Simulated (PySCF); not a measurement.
**One molecule, a ladder of functionals, a line**

Molecule: `C=C(F)[SiH2]N`, C$_{2}$H$_{6}$FNSi.

Structure with atom numbers: `[CH2:1]=[C:2]([F:3])[SiH2:4][NH2:5]`; H(Xn) means a hydrogen on atom n. Ha(C1) is cis to F3; Hb(C1) is trans to F3.

GIAO shieldings (ppm, equivalent atoms averaged) in PySCF on the PBE0-D3(BJ)/def2-SVP geometry, basis pcSseg-2, gas phase, non-relativistic:

```csv
functional,exact exchange (%),σ(F3),σ(Si4)
BLYP,0,259.9,367.1
BP86,0,258.4,375.5
PBE,0,256.0,376.3
B3LYP,20,281.3,378.7
mPW1PW91,25,283.9,389.6
BHandHLYP,50,309.2,396.7
HF,100,346.0,430.6
```

(1) Fit each shielding as a line in the percentage of exact exchange.

(2) What does the line predict for PBE0 (25 %), and what does the run give?

Results:

(1) σ(F3) = 260.1 + 0.89 x (rms 3.0 ppm); σ(Si4) = 372.0 + 0.57 x (rms 3.9 ppm). The functionals also differ in their semilocal parts, which the line can't hold; Hartree–Fock has no correlation at all.

(2) σ(F3): 282.4 predicted, 282.8 computed; σ(Si4): 386.2 predicted, 390.7 computed ppm.
